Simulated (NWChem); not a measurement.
Correlation energy of Cl$_{2}$Sn

```xyz
3

Sn     0.0000     0.0000     0.6266
Cl     1.8492     0.0000    -0.9215
Cl    -1.8492     0.0000    -0.9215
```
Charge 0, spin multiplicity 1.

Everything below was run with NWChem. All single points use one geometry, from PBE/def2-SVP with def2 effective core potentials on Sn, a minimum by its harmonic frequencies.

Basis set: def2-SVP. Each correlation energy counts from its own Hartree-Fock reference.

Effective core potentials replace the inner electrons of Sn; spin-orbit coupling is left out. The correlated methods keep 14 core orbitals frozen. The structure started from a generated list of species. Coupled-cluster values serve here as a point of comparison, not as the truth.

```
method        correlation energy (mHa)
------------  ------------------------
MP2                             -345.1
SCS-MP2                         -333.6
CR-CCSD[T]                      -385.7
CR-CCSD(T)                      -385.3
CCSD                            -377.4
CCSD+T(CCSD)                (withheld)
CCSD(T)                     (withheld)
```

Question: What belongs in the gaps?

Answer: 
- CCSD+T(CCSD), correlation energy (mHa): -387.9
- CCSD(T), correlation energy (mHa): -387.4
